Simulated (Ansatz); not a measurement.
Ge23H30, a nanocrystal cut from hexagonal germanium. Total charge 0; singlet. Geometry PBE-D4/def2-SVP.

Cartesian coordinates in Å:
```
Ge 3.416 -3.815 -1.836
Ge 1.975 -2.163 -2.944
Ge 0.845 -3.991 1.229
Ge 3.183 -3.621 0.593
Ge -0.588 -2.327 0.108
Ge 0.762 -0.828 -1.286
Ge -3.031 0.462 -1.804
Ge -0.680 0.836 -2.392
Ge -4.467 2.113 -2.920
Ge -3.119 3.646 -4.262
Ge 3.822 -1.364 1.300
Ge 2.380 0.292 0.178
Ge -0.036 3.108 -1.734
Ge -1.476 4.763 -2.841
Ge 0.603 -3.792 3.657
Ge -1.816 -0.992 1.758
Ge -3.256 0.656 0.627
Ge 1.250 -1.531 4.341
Ge 3.590 -1.155 3.728
Ge -0.183 0.123 3.206
Ge 1.164 1.637 1.828
Ge -2.615 2.931 1.261
Ge -0.261 3.298 0.698
H 3.022 -5.251 -2.291
H 4.901 -3.578 -2.242
H 0.951 -2.883 -3.870
H 2.833 -1.218 -3.836
H 0.407 -5.417 0.770
H 4.089 -4.668 1.314
H -1.609 -3.071 -0.810
H -3.435 -0.977 -2.252
H -0.523 0.699 -3.941
H -5.522 1.392 -3.809
H -5.237 2.932 -1.843
H -2.369 2.831 -5.356
H -4.024 4.689 -4.980
H 5.304 -1.096 0.887
H 3.270 1.233 -0.694
H 1.451 3.344 -2.142
H -0.612 5.752 -3.677
H -2.228 5.591 -1.759
H 1.507 -4.843 4.368
H -0.873 -4.070 4.068
H -2.700 -1.944 2.625
H -4.743 0.405 1.030
H 1.079 -1.380 5.885
H 4.502 -2.198 4.440
H 4.037 0.265 4.184
H -0.949 0.963 4.276
H 2.195 2.374 2.741
H -3.502 3.956 0.492
H -2.844 3.150 2.785
H 0.163 4.732 1.146
```

Single mean-field runs in def2-SVP, def2-TZVP are fitted with def2-universal-jkfit.

Problem. Estimate the orbital energies around the gap (eV) in Ansatz with PBE-D4/def2-SVP, PBE-D4/def2-TZVP, r2SCAN-D4/def2-SVP, PBE0-D4/def2-SVP, PBE0-D4/def2-TZVP.

Solution. 
| orbital | PBE-D4/def2-SVP | PBE-D4/def2-TZVP | r2SCAN-D4/def2-SVP | PBE0-D4/def2-SVP | PBE0-D4/def2-TZVP |
| --- | --- | --- | --- | --- | --- |
| HOMO−5 | -6.22 | -6.24 | -6.48 | -7.16 | -7.14 |
| HOMO−4 | -6.15 | -6.17 | -6.41 | -7.08 | -7.06 |
| HOMO−3 | -6.08 | -6.12 | -6.35 | -7.04 | -7.03 |
| HOMO−2 | -6.03 | -6.05 | -6.29 | -6.95 | -6.93 |
| HOMO−1 | -5.91 | -5.94 | -6.16 | -6.84 | -6.83 |
| HOMO | -5.85 | -5.88 | -6.10 | -6.75 | -6.73 |
| LUMO | -2.07 | -2.16 | -1.95 | -1.40 | -1.47 |
| LUMO+1 | -1.92 | -2.03 | -1.80 | -1.23 | -1.32 |
| LUMO+2 | -1.91 | -2.02 | -1.79 | -1.22 | -1.30 |
| LUMO+3 | -1.86 | -1.97 | -1.74 | -1.16 | -1.25 |
| LUMO+4 | -1.80 | -1.93 | -1.69 | -1.13 | -1.23 |
| LUMO+5 | -1.80 | -1.91 | -1.68 | -1.11 | -1.22 |
